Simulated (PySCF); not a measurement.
C3H5FOSi, SMILES OC[Si@@H](F)C#C. Atoms are numbered in the order given.

```xyz
11

C      2.3272     0.4578    -1.1355
C      1.4086     0.2407    -0.3706
Si    -0.0409    -0.0699     0.7221
F      0.1540    -1.5142     1.4506
C     -1.5430    -0.0761    -0.4058
O     -1.5299     1.1454    -1.1367
H      3.1504     0.6482    -1.8046
H     -0.1086     0.9710     1.7731
H     -1.5619    -0.9679    -1.0626
H     -2.4769    -0.0972     0.1786
H     -0.7339     1.1552    -1.6836
```
Charge 0, spin multiplicity 1.

Coordinates come from a ωB97X-D3(BJ)/def2-SVP optimisation. The structure was generated by enumeration; whether it is a known compound was not checked. Other conformers were not sampled.

Two levels are set side by side: PBE/pcSseg-1 (PySCF) and HF/pcSseg-1 (PySCF). GIAO shifts against CFCl3 (¹⁹F), H2O (¹⁷O), TMS (²⁹Si), TMS (¹H), TMS (¹³C) at the same level; non-relativistic, no solvent, atoms listed together averaged. Differences are taken from unrounded values.

```csv
quantity,PBE
δ(¹³C) of C1 (ppm),102.1
δ(¹³C) of C2 (ppm),87.0
δ(²⁹Si) of Si3 (ppm),-25.9
δ(¹⁹F) of F4 (ppm),-215.7
δ(¹³C) of C5 (ppm),56.6
δ(¹⁷O) of O6 (ppm),1.2
δ(¹H) of H7 (ppm),2.62
δ(¹H) of H8 (ppm),5.28
δ(¹H) of H11 (ppm),-0.29
```

**Question.** These are the PBE values. What does HF give? (The exact figures need the calculation; the answer reports its results.)

**Answer.** 
```
quantity                  HF  PBE minus HF
--------------------  ------  ------------
δ(¹³C) of C1 (ppm)     110.7          -8.6
δ(¹³C) of C2 (ppm)      86.2           0.7
δ(²⁹Si) of Si3 (ppm)   -25.8          -0.2
δ(¹⁹F) of F4 (ppm)    -154.4         -61.3
δ(¹³C) of C5 (ppm)      46.4          10.2
δ(¹⁷O) of O6 (ppm)     -27.2          28.4
δ(¹H) of H7 (ppm)       3.18         -0.57
δ(¹H) of H8 (ppm)       4.80          0.47
δ(¹H) of H11 (ppm)      0.63         -0.91
```

Rough cost on one machine, each run with all the roots and properties that it gave: HF against PBE within a factor of 2.
